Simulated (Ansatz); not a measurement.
```yaml
atoms:
  - { symbol: Ni, position_ang: [0.0000, 0.0000, 0.0000] }
  - { symbol: Ni, position_ang: [0.0000, 0.0000, 2.1540] }
```

Basis set: pcseg-2 (spherical functions). Charge 0, multiplicity 3.

Computed with Ansatz (development build ahead of 0.2.0); each method stands on the lowest determinant of its kind that the runs found.

The atomization energy at this shape (free ground-state atoms in the same class of orbitals less the molecule, no zero-point energy) of triplet Ni2:

| method | atomization energy |
| --- | --- |
| PBE0 (unrestricted) | 1.67 eV |

(1) What does r²SCAN (unrestricted) give?

Answers

(1) 2.18 eV.

The shape needn't be a minimum at these levels.
